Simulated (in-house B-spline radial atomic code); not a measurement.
A run on Bi⁻ that did not converge. Method: scalar-relativistic (X2C) B97-1, spin-polarised, spherical fractional occupations, exact exchange averaged over the configuration, Fermi nucleus of rms radius 5.5211 fm; computed with a B-spline radial code for spherical atoms.

Command:
```bash
python run_scf.py task.json out
```
Settings (nuclear radius in fm, mass in u):
```
Z                83
configuration    [Xe] 4f14 5d10 6s2 6p4
hamiltonian      x2c
method           b97_1
spin_polarised   True
nucleus          fermi
rms_radius       5.5211
atomic_mass      208.9804
speed_of_light   137.035999084
exact_exchange   averaged over the configuration
```

First and last ten iterations of the last attempt (damped for 15 steps, keeping 80 % of the old Fock matrix, then DIIS):
```
 iter        energy (Eh)    residual
    1      -21534.149817    8.97e-01
    2      -21532.222824    2.17e-01
    3      -21535.161748    1.09e-01
    4      -21535.377145    5.99e-02
    5      -21535.445968    3.30e-02
    6      -21535.469768    2.14e-02
    7      -21535.478739    1.62e-02
    8      -21535.482431    1.23e-02
    9      -21535.484074    9.49e-03
   10      -21535.484855    7.34e-03
  111      -21535.420409    1.35e-02
  112      -21535.420316    1.35e-02
  113      -21535.416188    1.35e-02
  114      -21535.481052    4.08e-03
  115      -21535.484552    2.51e-03
  116      -21535.484871    2.27e-03
  117      -21535.428542    1.33e-02
  118      -21535.429288    1.32e-02
  119      -21535.428831    1.32e-02
  120      -21535.428795    1.32e-02
 not converged after 120 iterations
```

The smallest residual met was 1.2e-03; the threshold is about 8e-07. No energy from this run should be used. Cost of the run: 11 s on 1 thread of Arm Neoverse N1 (shared host).
